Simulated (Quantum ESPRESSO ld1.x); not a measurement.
The run below uses ld1.x (Quantum ESPRESSO 7.5).

```
 &input
    zed=26.0,
    iswitch=1,
    rel=1,
    lsd=1,
    dft='PZ',
    config='[Ar] 3d6 4s0 4p0 4d0 4f0',
    verbosity='high',
    prefix='ld1',
    max_out_wfc=37,
    file_charge='ld1.rho',
 /
```

Output (excerpt):

```
     Program LD1 v.7.5 starts

     --------------------------- All-electron run ----------------------------

     scalar relativistic calculation

     atomic number is 26.00
     dft =PZ   lsd =1 sic =0 latt =0  beta=0.20 tr2=1.0E-14
     Exchange-correlation= PZ
                           (   1   1   0   0   0   0   0)
     mesh =1983 r(mesh) =  99.27596 a.u. xmin = -8.00 dx = 0.00800
     1 Ry =  13.60569312 eV, c = 137.03599908

     n l     nl                  e(Ry)          e(Ha)          e(eV)
     1 0     1S 1( 1.00)    -514.596582207    -257.298291104  -7001.4431797
     2 0     2S 1( 1.00)     -61.481061401     -30.740530700   -836.4924543
     2 1     2P 1( 3.00)     -52.655811820     -26.327905910   -716.4188168
     3 0     3S 1( 1.00)      -8.343221079      -4.171610539   -113.5153057
     3 1     3P 1( 3.00)      -5.873272806      -2.936636403    -79.9099474
     3 2     3D 1( 5.00)      -2.010494249      -1.005247125    -27.3541678
     4 0     4S 1( 0.00)      -1.530622269      -0.765311135    -20.8251769
     4 1     4P 1( 0.00)      -1.075698423      -0.537849211    -14.6356226
     4 2     4D 1( 0.00)      -0.522917390      -0.261458695     -7.1146535
     4 3     4F 1( 0.00)      -0.271213916      -0.135606958     -3.6900533
     1 0     1S 2( 1.00)    -514.595662908    -257.297831454  -7001.4306720
     2 0     2S 2( 1.00)     -61.335590624     -30.667795312   -834.5132236
     2 1     2P 2( 3.00)     -52.543475644     -26.271737822   -714.8904052
     3 0     3S 2( 1.00)      -8.043759873      -4.021879937   -109.4409284
     3 1     3P 2( 3.00)      -5.581504505      -2.790752252    -75.9402375
     3 2     3D 2( 1.00)      -1.745821620      -0.872910810    -23.7531132
     4 0     4S 2( 0.00)      -1.436891510      -0.718445755    -19.5499049
     4 1     4P 2( 0.00)      -1.010146374      -0.505073187    -13.7437416
     4 2     4D 2( 0.00)      -0.498954217      -0.249477108     -6.7886180
     4 3     4F 2( 0.00)      -0.269056449      -0.134528225     -3.6606995

     final scf error:  3.2E-15 reached in  25 iterations

     Etot =   -2538.762372 Ry,   -1269.381186 Ha,  -34541.621747 eV
     Total magnetization:    4.00 Bohr mag.

     Ekin =    2568.041047 Ry,    1284.020523 Ha,   34939.978406 eV
     Encl =   -6043.777486 Ry,   -3021.888743 Ha,  -82229.781776 eV
     Eh   =    1042.952656 Ry,     521.476328 Ha,   14190.093775 eV
     Exc  =    -105.978588 Ry,     -52.989294 Ha,   -1441.912152 eV
```

Run on one thread of a shared host, so times are rough (Intel(R) Xeon(R) Processor @ 2.60GHz): 0.71 s of CPU time, 0.78 s wall, 25 iterations on 1983 mesh points.
